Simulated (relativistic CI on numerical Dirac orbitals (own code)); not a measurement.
**Electric-dipole transitions in Lu³⁺**

These numbers are calculated, not measured: Dirac-Coulomb-Breit CI, orbitals from a KLI potential per configuration, QED by a radiative potential, valence Slater integrals scaled by 0.85, configuration energies shifted to the measured levels that pair with them (semi-empirical) (own radial code, finite nucleus).

Configurations in the expansion (outside the closed core [Kr] 4d10 5s2): 4f14 5p6, 4f13 5p6 5d, 4f13 5p6 6s, 4f13 5p6 6p, 4f13 5p6 6d, 4f13 5p6 7s, 4f12 5p6 5d2, 4f14 5p5 5d, 4f13 5p6 5f, 4f14 5p4 5d2, 4f14 5p5 5f, 4f12 5p6 5d 6s, 4f12 5p6 5f2, 4f13 5p6 7p, 4f14 5p5 5g, 4f13 5p5 5d2, 4f13 5p6 5g, 4f14 5p5 6s, 4f12 5p6 5d 5f, 4f12 5p6 6s2, 4f13 5p6 7d, 4f13 5p6 6f, 4f12 5p6 5d 6p, 4f12 5p6 5g2, 4f12 5p6 5d 5g, 4f13 5p6 7f, 4f14 5p5 6p, 4f12 5p6 6s 6p, 4f13 5p5 5d 5f, 4f13 5p5 5f 6s. Levels of other configurations are missing.

| λ vac (nm) | Lower | Upper | A (s⁻¹) | gf | Branching (%) |
| --- | --- | --- | --- | --- | --- |
| 132.87 | 4f13 5p6 5d 3H°_6 [5] | 4f13 5p6 6p 3G_5 [28] | 8.21e+08 | 2.39e+00 | 39.7 |
| 134.76 | 4f13 5p6 5d 1H°_5 [16] | 4f13 5p6 6p 3G_4 [35] | 8.12e+08 | 1.99e+00 | 39.3 |
| 135.37 | 4f13 5p6 5d 3P°_2 [2] | 4f13 5p6 6p 3D_3 [26] | 3.73e+08 | 7.17e-01 | 24.5 |
| 138.40 | 4f13 5p6 6p 3D_3 [26] | 4f13 5p6 6d 3D°_3 [213] | 1.46e+09 | 2.93e+00 | 64.6 |
| 140.05 | 4f13 5p6 6p 3G_3 [32] | 4f13 5p6 6d 3H°_4 [328] | 2.11e+09 | 5.59e+00 | 86.2 |
| 140.16 | 4f13 5p6 6p 3G_4 [27] | 4f13 5p6 6d 3H°_5 [210] | 2.15e+09 | 6.97e+00 | 88.0 |
| 140.79 | 4f13 5p6 6p 3D_3 [26] | 4f13 5p6 6d 3P°_2 [201] | 2.15e+09 | 3.20e+00 | 88.6 |
| 142.84 | 4f13 5p6 5d 3H°_5 [3] | 4f13 5p6 6p 3G_4 [27] | 6.12e+08 | 1.68e+00 | 39.9 |
| 152.36 | 4f13 5p6 6p 3G_5 [28] | 4f13 5p6 6d 3G°_5 [238] | 7.16e+08 | 2.74e+00 | 33.5 |
| 154.95 | 4f13 5p6 6p 1F_3 [30] | 4f13 5p6 6d 1F°_3 [235] | 1.33e+09 | 3.35e+00 | 61.8 |
| 155.14 | 4f13 5p6 6p 1F_3 [30] | 4f13 5p6 6d 3F°_4 [232] | 1.12e+09 | 3.63e+00 | 52.5 |
| 155.16 | 4f13 5p6 6p 3G_5 [28] | 4f13 5p6 6d 3H°_6 [219] | 2.16e+09 | 1.01e+01 | 100.0 |
| 155.37 | 4f13 5p6 6p 3G_4 [35] | 4f13 5p6 6d 3H°_5 [348] | 2.15e+09 | 8.56e+00 | 100.0 |
| 155.99 | 4f13 5p6 6p 3F_3 [37] | 4f13 5p6 6d 3G°_4 [363] | 1.46e+09 | 4.80e+00 | 68.5 |
| 156.20 | 4f13 5p6 6p 3F_4 [31] | 4f13 5p6 6d 3G°_5 [238] | 1.41e+09 | 5.67e+00 | 65.8 |
| 172.42 | 4f13 5p6 6s 3F°_4 [22] | 4f13 5p6 6p 3F_4 [31] | 6.46e+08 | 2.59e+00 | 30.6 |
| 175.98 | 4f13 5p6 6s 1F°_3 [23] | 4f13 5p6 6p 1F_3 [30] | 8.22e+08 | 2.67e+00 | 40.4 |
| 177.36 | 4f13 5p6 6s 3F°_4 [22] | 4f13 5p6 6p 3G_5 [28] | 9.56e+08 | 4.96e+00 | 46.2 |
| 177.54 | 4f13 5p6 6s 3F°_3 [25] | 4f13 5p6 6p 3G_4 [35] | 9.44e+08 | 4.01e+00 | 45.7 |
| 208.10 | 4f13 5p6 6s 3F°_4 [22] | 4f13 5p6 6p 3D_3 [26] | 5.19e+08 | 2.36e+00 | 34.1 |

Terms are leading LS components. Brackets give the number of a level in order of energy, since labels repeat. The list gives strong lines, with weight on those to low levels, without configurations whose count of f electrons has no measured partner, without configurations that were not tied to measured data, without lines whose two gauges differ by over a factor of 2.5, among the lowest 400 of 8660 levels, so that lines to higher ones, which can be the strongest, are missing, and without lines across small gaps between configurations, and without 5 lines that miss the measured interval by over 3.5 %, start from a term whose rates miss tabulated ones by over 60 %, have gauges far apart or, lacking measured levels, span too small a gap for the errors found; lines with a level outside our table were not tested and can miss by more. Levels whose partners in the same complex of configurations lie outside the list can be far off, and so can their lines. Rates are taken at the computed energies, electric ones in the length gauge.

Configurations whose levels could be paired with our table of measured levels were shifted onto them, all but the ground configuration, by the median error of their levels; single terms can still be off by 1,000 to 2,000 cm⁻¹ or more, and rates follow the energies as ν³ (E1, M1) or ν⁵ (E2). The others borrow a shift and can be off by several thousand cm⁻¹ or more. The fine structure of a lone outer electron comes out too small, for d and f at times inverted, and misplaced configurations move strength between like terms. 35 of the 47 excited levels that our extract of the measured tables holds in this range could be paired (the sources list more); they are missed by 230 cm⁻¹ on average and 715 at most, after the shifts were fitted to these levels, and levels without a partner can miss by more.

LS names give the leading component of a level, which can be under half, so a name can repeat, a term be missing and a line seem to break the LS rules.
